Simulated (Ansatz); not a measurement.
Reaction (formal exchange of groups at the Al–C bond): `O/C(S)=[CH]/[AlH2]` + `C[BH][AlH2]` → `C[BH][AlH][AlH2]` + `C=C(O)S`

Program: Ansatz. Geometries: PBE0-D4/def2-TZVP. ΔE: electronic, gas phase. CBS: MP2 limit from def2 TZ/QZ plus the TZ coupled-cluster correction, frozen cores. Functionals use def2-TZVPP. Each species was taken in one conformer, which may not be the lowest.

```csv
species,B2PLYP energy (Eh)
`O/C(S)=[CH]/[AlH2]`,-794.74951
`C[BH][AlH2]`,-308.77938
`C[BH][AlH][AlH2]`,-551.68390
`C=C(O)S`,-551.83592
```

Q: Work out ΔE.

A: ΔE = (-551.68390) + (-551.83592) − (-794.74951) − (-308.77938) = 0.00907 Eh = +5.7 kcal/mol. CCSD(T)/CBS gives +4.5 kcal/mol.

Largest T1 diagnostic among the species: 0.013.

From PBE to PBE0 (25 % exact exchange), in def2-TZVPP and without D4, ΔE moves by +0.8 kcal/mol. The D4 term adds +1.3 kcal/mol with B3LYP and +0.7 kcal/mol with PBE0; it sums over pairs of atoms, weighted by their polarisabilities, and B3LYP, whose exchange is more repulsive, gets the larger term.

B3LYP here is the variant with VWN-RPA as its local correlation; programs differ in this.
